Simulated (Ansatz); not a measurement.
C2H6SeTe (`CC([SeH])[TeH]`), relaxed with RKS PBE-D4/def2-SVP in Ansatz from a rough embedded geometry. The force threshold is 0.03 eV/Å; the program also tests the step.

Total charge 0; spin multiplicity 1. Te: def2 effective core potential.

Start:

```xyz
10

C    -0.914   -0.160    0.352
C     0.568    0.009    0.306
Se    0.978    1.491   -0.844
Te    1.475   -1.747   -0.540
H    -1.359   -0.410   -0.611
H    -1.175   -1.063    1.070
H    -1.431    0.720    0.804
H     0.954    0.217    1.277
H     0.304    2.538    0.130
H     0.600   -1.595   -1.945
```

| step | energy (eV) | largest force (eV/Å) | largest move (Å) |
| --- | --- | --- | --- |
| 1 | -74791.4632 | 2.311 | 0.000 |
| 2 | -74791.6856 | 1.137 | 0.187 |
| 3 | -74791.8000 | 0.313 | 0.149 |
| 4 | -74791.8164 | 0.144 | 0.154 |
| 5 | -74791.8184 | 0.076 | 0.048 |
| 6 | -74791.8194 | 0.015 | 0.027 |

End:

```xyz
10

C    -0.973   -0.175    0.416
C     0.532    0.004    0.306
Se    1.085    1.562   -0.782
Te    1.561   -1.745   -0.554
H    -1.440   -0.288   -0.582
H    -1.221   -1.070    1.024
H    -1.433    0.711    0.905
H     1.011    0.094    1.301
H     0.214    2.541   -0.062
H     0.663   -1.633   -1.973
```

It took 15 s on 4 threads of a server CPU on a shared host, with 0.19 GiB of host memory at the peak.
